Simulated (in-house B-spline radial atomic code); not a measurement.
Values are calculated unless marked as measured or tabulated.
**Weak and strong correlation along the adiabatic connection**

Two-electron singlets in several external potentials (atomic units), by full CI in B-splines with partial waves to l = 8 (correlation energies up to 0.6 % small). The repulsion is scaled by λ at fixed density; W(λ) is the mean repulsion less the Hartree energy, W(0) = E_x, and the area under W from 0 to 1 is E_xc.

Relative drop (W(λ) − E_x)/E_x:

| system | λ = 0.12 | λ = 0.25 | λ = 0.4 | λ = 0.6 | λ = 0.8 | λ = 1 |
| --- | --- | --- | --- | --- | --- | --- |
| −Z/r, Z = 0.569, wall at 6.75 bohr | 0.0342 | 0.0649 | 0.0941 | 0.1253 | 0.1502 | 0.1705 |
| −V exp(−r²/w²), V = 11.2, w = 5.49 | 0.0171 | 0.0342 | 0.0520 | 0.0733 | 0.0920 | 0.1085 |
| ω²r²/2 − Z/r, ω = 0.464, Z = -0.5 | 0.0280 | 0.0544 | 0.0807 | 0.1101 | 0.1342 | 0.1544 |
| −Z/r, Z = 2.1 | 0.0104 | 0.0210 | 0.0326 | 0.0471 | 0.0604 | 0.0729 |
| −Z/r, Z = 18 | 0.0010 | 0.0021 | 0.0033 | 0.0050 | 0.0066 | 0.0083 |
| −Z/r, Z = 1.5, wall at 1 bohr | 0.0061 | 0.0126 | 0.0197 | 0.0289 | 0.0376 | 0.0459 |
| −Z/r, Z = 1.2 | 0.0233 | 0.0459 | 0.0689 | 0.0954 | 0.1181 | 0.1376 |

Order the systems by how far second-order (GL2) theory, half the initial slope (estimated from the first points of each curve), overshoots the correlation energy, least first.
A. −Z/r, Z = 1.2
B. ω²r²/2 − Z/r, ω = 0.464, Z = -0.5
C. −Z/r, Z = 0.569, wall at 6.75 bohr
D. −Z/r, Z = 1.5, wall at 1 bohr
E. −Z/r, Z = 2.1
F. −V exp(−r²/w²), V = 11.2, w = 5.49
G. −Z/r, Z = 18

G (GL2/E_c = 1.01), D (GL2/E_c = 1.09), E (GL2/E_c = 1.14), F (GL2/E_c = 1.24), A (GL2/E_c = 1.32), B (GL2/E_c = 1.38), C (GL2/E_c = 1.53).

What else changes along this order?

The ratio follows the bend of the curve. With it the leading natural occupation goes from 2.000 to 1.903 and −T_c/E_c from 0.99 to 0.66 between the first and the last.
